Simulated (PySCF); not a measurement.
# What a mistake does to a calculation on GeH4N

Calculated results; nothing here was measured. The program is PySCF 2.14.0, an open-source quantum chemistry code, run on an isolated molecule that a program drew, which may never have been made. The molecule is GeH4N (charge 0, doublet), drawn as the SMILES string `[NH2][GeH2]`.

Each row is a Hartree-Fock (HF) and frozen-core CCSD(T) single point in the cc-pVDZ basis, meant for a local HF minimum. Run 1 is clean. Each other run has one planted mistake out of seven kinds, and not every kind appears here: one electron removed, one electron added, multiplicity raised by two, geometry at a saddle point, minimal basis STO-3G, one bond length entered in bohr, all coordinates scaled. The reference is restricted for singlets and unrestricted otherwise, and also for a bond in bohr. Adding or removing an electron swaps singlet and doublet. Electrons count all cores. HOMO and LUMO are orbital energies over both spins, the gradient is its largest component, and the lowest frequency (negative if imaginary) is given only where the gradient is small. Bond lengths are over the 5 bonds as drawn. T1 is the CCSD diagnostic: over 0.02 (restricted) or 0.045 (unrestricted) a single reference is doubtful. Germanium has the cc-pVDZ-PP basis, with a core potential (ECP10MDF) in place of its 10 inner electrons, and its 3s, 3p and 3d shells are frozen in CCSD(T).

Geometry of the clean run:
```xyz
6
GeH4N, angstrom
N    -0.1102   -0.5100   -0.6033
Ge    0.1788   -2.0764   -1.5335
H    -1.0388   -0.1333   -0.6901
H     0.5459    0.2258   -0.8029
H    -0.8531   -3.1023   -1.0284
H     1.6084   -2.5444   -1.2028
```

| run | electrons | basis functions | <S^2> | HOMO (eV) | LUMO (eV) | gradient (hartree/bohr) | lowest frequency (cm^-1) | mean bond (Å) | longest bond (Å) | T1 | HF (hartree) | CCSD(T) (hartree) | mistake |
|---|---|---|---|---|---|---|---|---|---|---|---|---|---|
| 1 | 43 | 57 | 0.757 | -8.25 | 1.56 | 4.2e-05 | 237 | 1.3873 | 1.845 | 0.0168 | -350.12639 | -350.42444 | no fault |
| 2 | 43 | 57 | 3.763 | -3.15 | -0.71 | 1.1e-01 | - | 1.3873 | 1.845 | 0.0145 | -349.91405 | -350.18574 | multiplicity raised by two |
| 3 | 43 | 57 | 0.758 | -8.34 | 1.46 | 1.5e-02 | - | 1.4123 | 1.878 | 0.0176 | -350.12489 | -350.42512 | all coordinates scaled |
| 4 | 42 | 57 | 0.000 | -17.83 | -6.73 | 8.5e-02 | - | 1.3873 | 1.845 | 0.0292 | -349.85073 | -350.15657 | one electron removed |
| 5 | 44 | 57 | 0.000 | 0.06 | 9.45 | 8.8e-02 | - | 1.3873 | 1.845 | 0.0103 | -350.09500 | -350.41522 | ? |
| 6 | 43 | 57 | 0.767 | -6.19 | 2.77 | 5.0e-05 | -1171 | 1.3630 | 1.813 | 0.0153 | -350.09605 | -350.39472 | ? |

**Which mistake was planted in run 5, and what did it cost?**

It counts 44 electrons, one more than the clean run, at the same geometry and basis. So the mistake is: one electron added. Subtracting run 1 and multiplying by 627.51 kcal/mol a hartree, the energy moved by 19.7 kcal/mol in HF and 5.8 kcal/mol in CCSD(T).

**Which mistake was planted in run 6, and what did it cost?**

The gradient is small, so the point is stationary, but the lowest frequency is imaginary (-1171 cm^-1). So the mistake is: geometry at a saddle point. Subtracting run 1 and multiplying by 627.51 kcal/mol a hartree, the energy moved by 19.0 kcal/mol in HF and 18.6 kcal/mol in CCSD(T).

Cautions from the logs. Run 4: T1 is over the limit, so its CCSD(T) energy is less reliable; run 5: the HOMO is above zero, so the electron isn't bound and the energy depends on the basis.
